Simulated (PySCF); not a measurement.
**Structure from NMR data**

An unknown has the formula C7H10F2Si. Its calculated NMR data are:

¹H NMR (500 MHz, computed): δ 6.15 (m, 1H), 5.67 (m, 1H), 5.38 (m, 1H), 5.13 (m, 1H), 4.54 (m, 1H), 2.52 (m, 1H), 2.46 (m, 1H), 1.36 (s, 3H).

¹³C{¹H} NMR (computed): δ 169.2 (C), 142.8 (CH), 128.8 (CH), 107.9 (CH), 33.3 (CH2), 32.1 (C), 24.4 (CH3).

Single conformer, no solvent model, no relativistic terms, fast rotation and ring inversion assumed for equivalent nuclei. NMR shieldings at PBE0/pcSseg-1/GIAO; geometry: GFN2-xTB; PySCF.

Chemical shifts δ = σref − σ; ¹H (31.72 ppm) and ¹³C (186.93 ppm) against TMS, all at this level.

Q: Which of these isomers gave the spectra?
A. FC(F)C1=C[SiH2][C@H]2C[C@@H]1C2
B. C#C[Si@]1(C)C[C@H](C(F)F)C1
C. C[C@]1([SiH2]F)C=CC(F)=CC1

A: C. 

1. The formula gives 3 degrees of unsaturation (1 ring in the answer).
2. 7 carbon signals for 7 carbons: no two carbons are equivalent.
3. Carbon types of the structure: 2 × C, 3 × CH, 1 × CH2, 1 × CH3, leaving 2 H on heteroatoms.
4. δC 169.2: fully substituted alkene carbon.
5. δC 142.8, 128.8, 107.9: alkene CH; an sp2 carbon of a C=C bond.
6. δC 33.3: allylic sp3 CH2; saturated and bonded to C and H only.
7. δC 24.4: methyl carbon; a saturated carbon with 1 carbon neighbour and no heteroatom attached.
8. δH 6.15, 5.67, 5.38: hydrogen on an alkene CH; olefinic region.

The others: FC(F)C1=C[SiH2][C@H]2C[C@@H]1C2 would give 6 carbon signals, not 7; C#C[Si@]1(C)C[C@H](C(F)F)C1 would give 6 carbon signals, not 7.

Splittings by ¹⁹F in the carbon and heteronuclear signals aren't shown, as no couplings were computed. Shifts are as computed. Against solution values, carbons near 30 ppm lie about +3 ppm off and those near 130 ppm about +5 ppm. Of 1309 compounds with measured shifts, 239 miss one by over three times the rms of a fit or turn the order of signals round; such compounds aren't used in these exercises. No couplings were computed; multiplicities are counted from neighbouring protons, with m where these are inequivalent, close in shift, in a saturated or five-membered ring or joined by F or P, and br s for small geminal =CH2 splittings.
